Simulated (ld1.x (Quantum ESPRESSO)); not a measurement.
What the settings do to the RRKJ potential of manganese

Base potential:

manganese, norm-conserving RRKJ (Kleinman–Bylander form), made with ld1.x (Quantum ESPRESSO) 7.5 (revPBE, fully relativistic). Core [Ne], reference 3s2 3p6 3d5.5 4s1.5 4p0. Waves: 3s (bound): rc 1.30 bohr; 3p (bound): rc 1.00 bohr; 3d (bound): rc 1.05 bohr. Local part: the d channel. Core correction: none.

Open shells are filled in proportion to 2j + 1 (rel_dist='average').

Occupied shells without a wave of their own: 4s. They enter only through the test configuration that unscreens the potential.

Cutoffs, loose and tight: the cutoffs (Ry, on a coarse ladder) from which the occupation-weighted sum of valence levels, in a spherical-Bessel basis at the reference potential, stays within 10 and 1 mRy of its value at 400 Ry. They do not see the model core or the augmentation charge, which bear on the density cutoff. Test errors are all-electron minus pseudo excitation energies from the reference, over the configurations 3s2 3p6 3d5 4s2 4p0; 3s2 3p6 3d5 4s1 4p0; 3s2 3p6 3d5 4s0 4p0; 3s2 3p6 3d5 4s0 4p2; 3s2 3p6 3d6 4s1 4p0; 3s2 3p6 3d5 4s1.5 4p0; 3s2 3p6 3d4 4s2 4p0. A dash means not determined; rows that change the core or the reference have their own tests.

Cutoffs are not given where the Bessel-basis levels miss the radial ones by over 6 mRy, ghosts where they miss by over 20 mRy; a channel whose overlap is not positive is not tested.

On the changes marked as counting shells twice: ld1.x takes every shell without a wave as core, so the model core holds the marked electrons as well and exchange and correlation see them twice. This cancels in the reference configuration, but the file is broken for other ones, and its errors say nothing about a proper core correction.

| change | outcome | cutoff, loose | cutoff, tight | bound ghosts | largest test error (meV) |
| --- | --- | --- | --- | --- | --- |
| base | generated, misses its reference levels by 0.70 eV | – | – | not determined | -2147 |
| local potential the s channel | failed: compute_chi: n is too large | – | – | – | – |
| scalar-relativistic | generated, misses its reference levels by 0.70 eV | 180 Ry | 230 Ry | none | -2150 |
| functional PBE | generated, misses its reference levels by 0.71 eV | – | – | not determined | -2196 |
| core correction a·sin(br)/r model core inside 0.50 bohr (4s counted twice) | generated, misses its reference levels by 0.70 eV | – | – | not determined | -2732 |
| type PAW; waves now 3s (bound): rcut 1.15, rcutus 1.30 bohr; 4s (bound): rcut 1.15, rcutus 1.30 bohr; 3p (bound): rc 1.00 bohr; 4p (bound): rc 1.00 bohr; 3d (bound): rcut 0.90, rcutus 1.05 bohr; 3d channel at 3.1 Ry: rcut 0.90, rcutus 1.05 bohr; local potential all-electron potential smoothed inside 1.30 bohr (lloc = -2); core correction a·sin(br)/r model core, default radius (ld1.x builds one for every PAW set, though the input has nlcc=.false.); augmentation PSQ, radius 0.90 bohr | failed: invmat: error in DGETRF | – | – | – | – |
| reference 3s2 3p6 3d5 4s2 4p0 | generated, misses its reference levels by 0.84 eV | – | – | not determined | -7497 |
| reference 3s2 3p6 3d5 4s1 4p1 | generated, misses its reference levels by 0.93 eV | – | – | not determined | -3751 |

What comes out with this change to the base: wave 3d (bound): rc 1.05 bohr becomes 3d (bound): rc 1.12 bohr?

outcome: generated, misses its reference levels by 0.53 eV; bound ghosts: not determined; largest test error (meV): -1646.

What comes out with this change to the base: wave 3s (bound): rc 1.30 bohr becomes 3s (bound): rc 1.12 bohr?

outcome: generated, misses its reference levels by 0.15 eV; bound ghosts: not determined; largest test error (meV): -472.

What comes out with this change to the base: wave 3p (bound): rc 1.00 bohr becomes 3p (bound): rc 1.28 bohr?

outcome: generated, misses its reference levels by 0.70 eV; bound ghosts: none; largest test error (meV): -2158.
